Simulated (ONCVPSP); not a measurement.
**molybdenum, ONCV: configuration errors across variants**

Mo, optimised norm-conserving Vanderbilt (ONCV), made with ONCVPSP 4.0.1 (PBE, fully relativistic). Core [Ar] 3d10, reference 4s2 4p6 4d5 5s1. Waves: 4s+5s: rc 1.65 bohr, ncon 4, nbas 7, qcut 7.4 1/bohr, 2 projectors; 4p: rc 1.45 bohr, ncon 4, nbas 8, qcut 7.5 1/bohr, 2 projectors, debl 1.4 Ha; 4d: rc 2.30 bohr, ncon 4, nbas 9, qcut 7.6 1/bohr, 2 projectors, debl 3.1 Ha. Local part: polynomial inside 1.30 bohr (lpopt 1, dvloc0 0 Ha). Core correction: Teter function, fcfact 5.25, rcfact 1.3.

Open shells are filled in proportion to 2j + 1.

All-electron excitation energies from the reference (eV): (1) 4s2 4p6 4d5 5s0 6.891; (2) 4s2 4p6 4d4 5s0 22.352; (3) 4s2 4p6 4d3 5s0 49.093; (4) 4s2 4p6 4d4 5s2 0.198.

1 further variants failed, have other tests or too few solved ones, and are left out.

Errors AE − PS in meV (a dash: test not solved or not reliable):

```csv
change,(1),(2),(3),(4),bound ghosts,GHOST(+) flags above zero
base,0.0,+0.1,+13,+0.7,none,none
s: qcut 5.2; p: qcut 5.2; d: qcut 5.3,+0.5,-2.4,+46,+8.7,none,"d5/2, d3/2"
s: qcut 6; p: qcut 6.1; d: qcut 6.2,+0.2,-0.8,+27,+3.8,none,s
s: qcut 6.9; p: qcut 7; d: qcut 7.1,0.0,-0.1,+16,+1.5,none,none
s: qcut 7.5; p: qcut 7.6; d: qcut 7.7,0.0,+0.1,+12,+0.6,none,none
s: qcut 9.5; p: qcut 9.6; d: qcut 9.8,+0.4,+0.2,+14,+2.1,none,none
```

Q: Give the same row for: s: qcut 9; p: qcut 9.1; d: qcut 9.2.

A: 0.0, -0.2, +5.9, -0.4; bound ghosts: none; GHOST(+) flags above zero: s.
